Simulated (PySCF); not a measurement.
**Calculated NMR parameters of CC#C[Si@@H]1C[Si@H](F)[SiH2]1**

- Formula: C4H9FSi3
- SMILES: CC#C[Si@@H]1C[Si@H](F)[SiH2]1
- Point group of the computed structure: C1
- Degrees of unsaturation: 3
- Carbon signals: 4
- Proton signals: 7

Structure with atom numbers: `[CH3:1][C:2]#[C:3][Si@@H:4]1[CH2:5][Si@H:6]([F:7])[SiH2:8]1`. Each H is labelled by its parent atom. Ha(C5), Ha(Si8) are cis to C3 on the ring; Hb(C5), Hb(Si8) are trans to C3 on the ring.

Single conformer, non-relativistic, isolated molecule, rapidly exchanging positions averaged. Coordinates at the GFN2-xTB level; σ from GIAO-PBE0/pcSseg-1; PySCF 2.14.0 with density-fitted response routines.

References, each an isolated molecule treated in the same way: 1H (σ = 31.72 ppm), 13C (σ = 186.93 ppm), 29Si (σ = 349.16 ppm) against TMS; 19F (σ = 170.95 ppm) vs CFCl3.

| carbon | δC, type | δH (multiplicity) | HMBC from (2–3 bonds) | span of the C tensor (ppm) |
| --- | --- | --- | --- | --- |
| C1 | 6.4, CH3 | 2.16 (s) | – | 25 |
| C2 | 118.1, C | – | H(Si4), H(C1) | 276 |
| C3 | 83.2, C | – | H(Si4), Ha(Si8), Hb(Si8), H(C1), Ha(C5), Hb(C5) | 257 |
| C5 | 19.5, CH2 | Ha(C5) 1.38 (m); Hb(C5) 1.11 (m) | H(Si6), H(Si4), Ha(Si8), Hb(Si8) | 38 |

Other nuclei:
```
  atoms  nucleus                                                     environment  δ (ppm)  σ (ppm)
 H(Si6)       1H  hydrogen on a silicon bonded to C, F, Si, in a 4-membered ring     6.25    25.46
 H(Si4)       1H   hydrogen on a silicon bonded to 2 C, Si, in a 4-membered ring     5.08    26.63
Ha(Si8)       1H      hydrogen on a silicon bonded to 2 Si, in a 4-membered ring     4.57    27.15
Hb(Si8)       1H      hydrogen on a silicon bonded to 2 Si, in a 4-membered ring     4.32    27.39
     F7      19F                                           fluorine bonded to Si   -211.3    382.2
    Si6     29Si             silicon bonded to C, F, Si, H, in a 4-membered ring     45.9    303.3
    Si4     29Si              silicon bonded to 2 C, Si, H, in a 4-membered ring    -60.2    409.3
    Si8     29Si               silicon bonded to 2 Si, 2 H, in a 4-membered ring    -73.2    422.3
```

Carbon types of the structure: 2 × C, 1 × CH2, 1 × CH3, leaving 4 H on heteroatoms. δC 118.1, 83.2: alkyne carbon. δC 19.5: sp3 CH2 bonded to 2 Si. δC 6.4: propargylic methyl carbon; saturated and bonded to C and H only. δH 5.08: hydrogen on a silicon bonded to 2 C, Si, in a 4-membered ring. δH 4.57, 4.32: hydrogen on a silicon bonded to 2 Si, in a 4-membered ring.

Splittings by 19F in the carbon and heteronuclear signals aren't shown, as no couplings were computed. Shifts are as computed. Against solution values, carbons near 30 ppm lie about +3 ppm off and those near 130 ppm about +5 ppm. Of 1309 compounds with measured shifts, 239 miss one by over three times the rms of a fit or turn the order of signals round; such compounds aren't used in these exercises. Unscaled 19F shifts against computed CFCl3 carry errors that often reach 10 to 50 ppm. No couplings were computed; multiplicities are counted from neighbouring protons, with m where these are inequivalent, close in shift, in a saturated or five-membered ring or joined by F or P, and br s for small geminal =CH2 splittings.
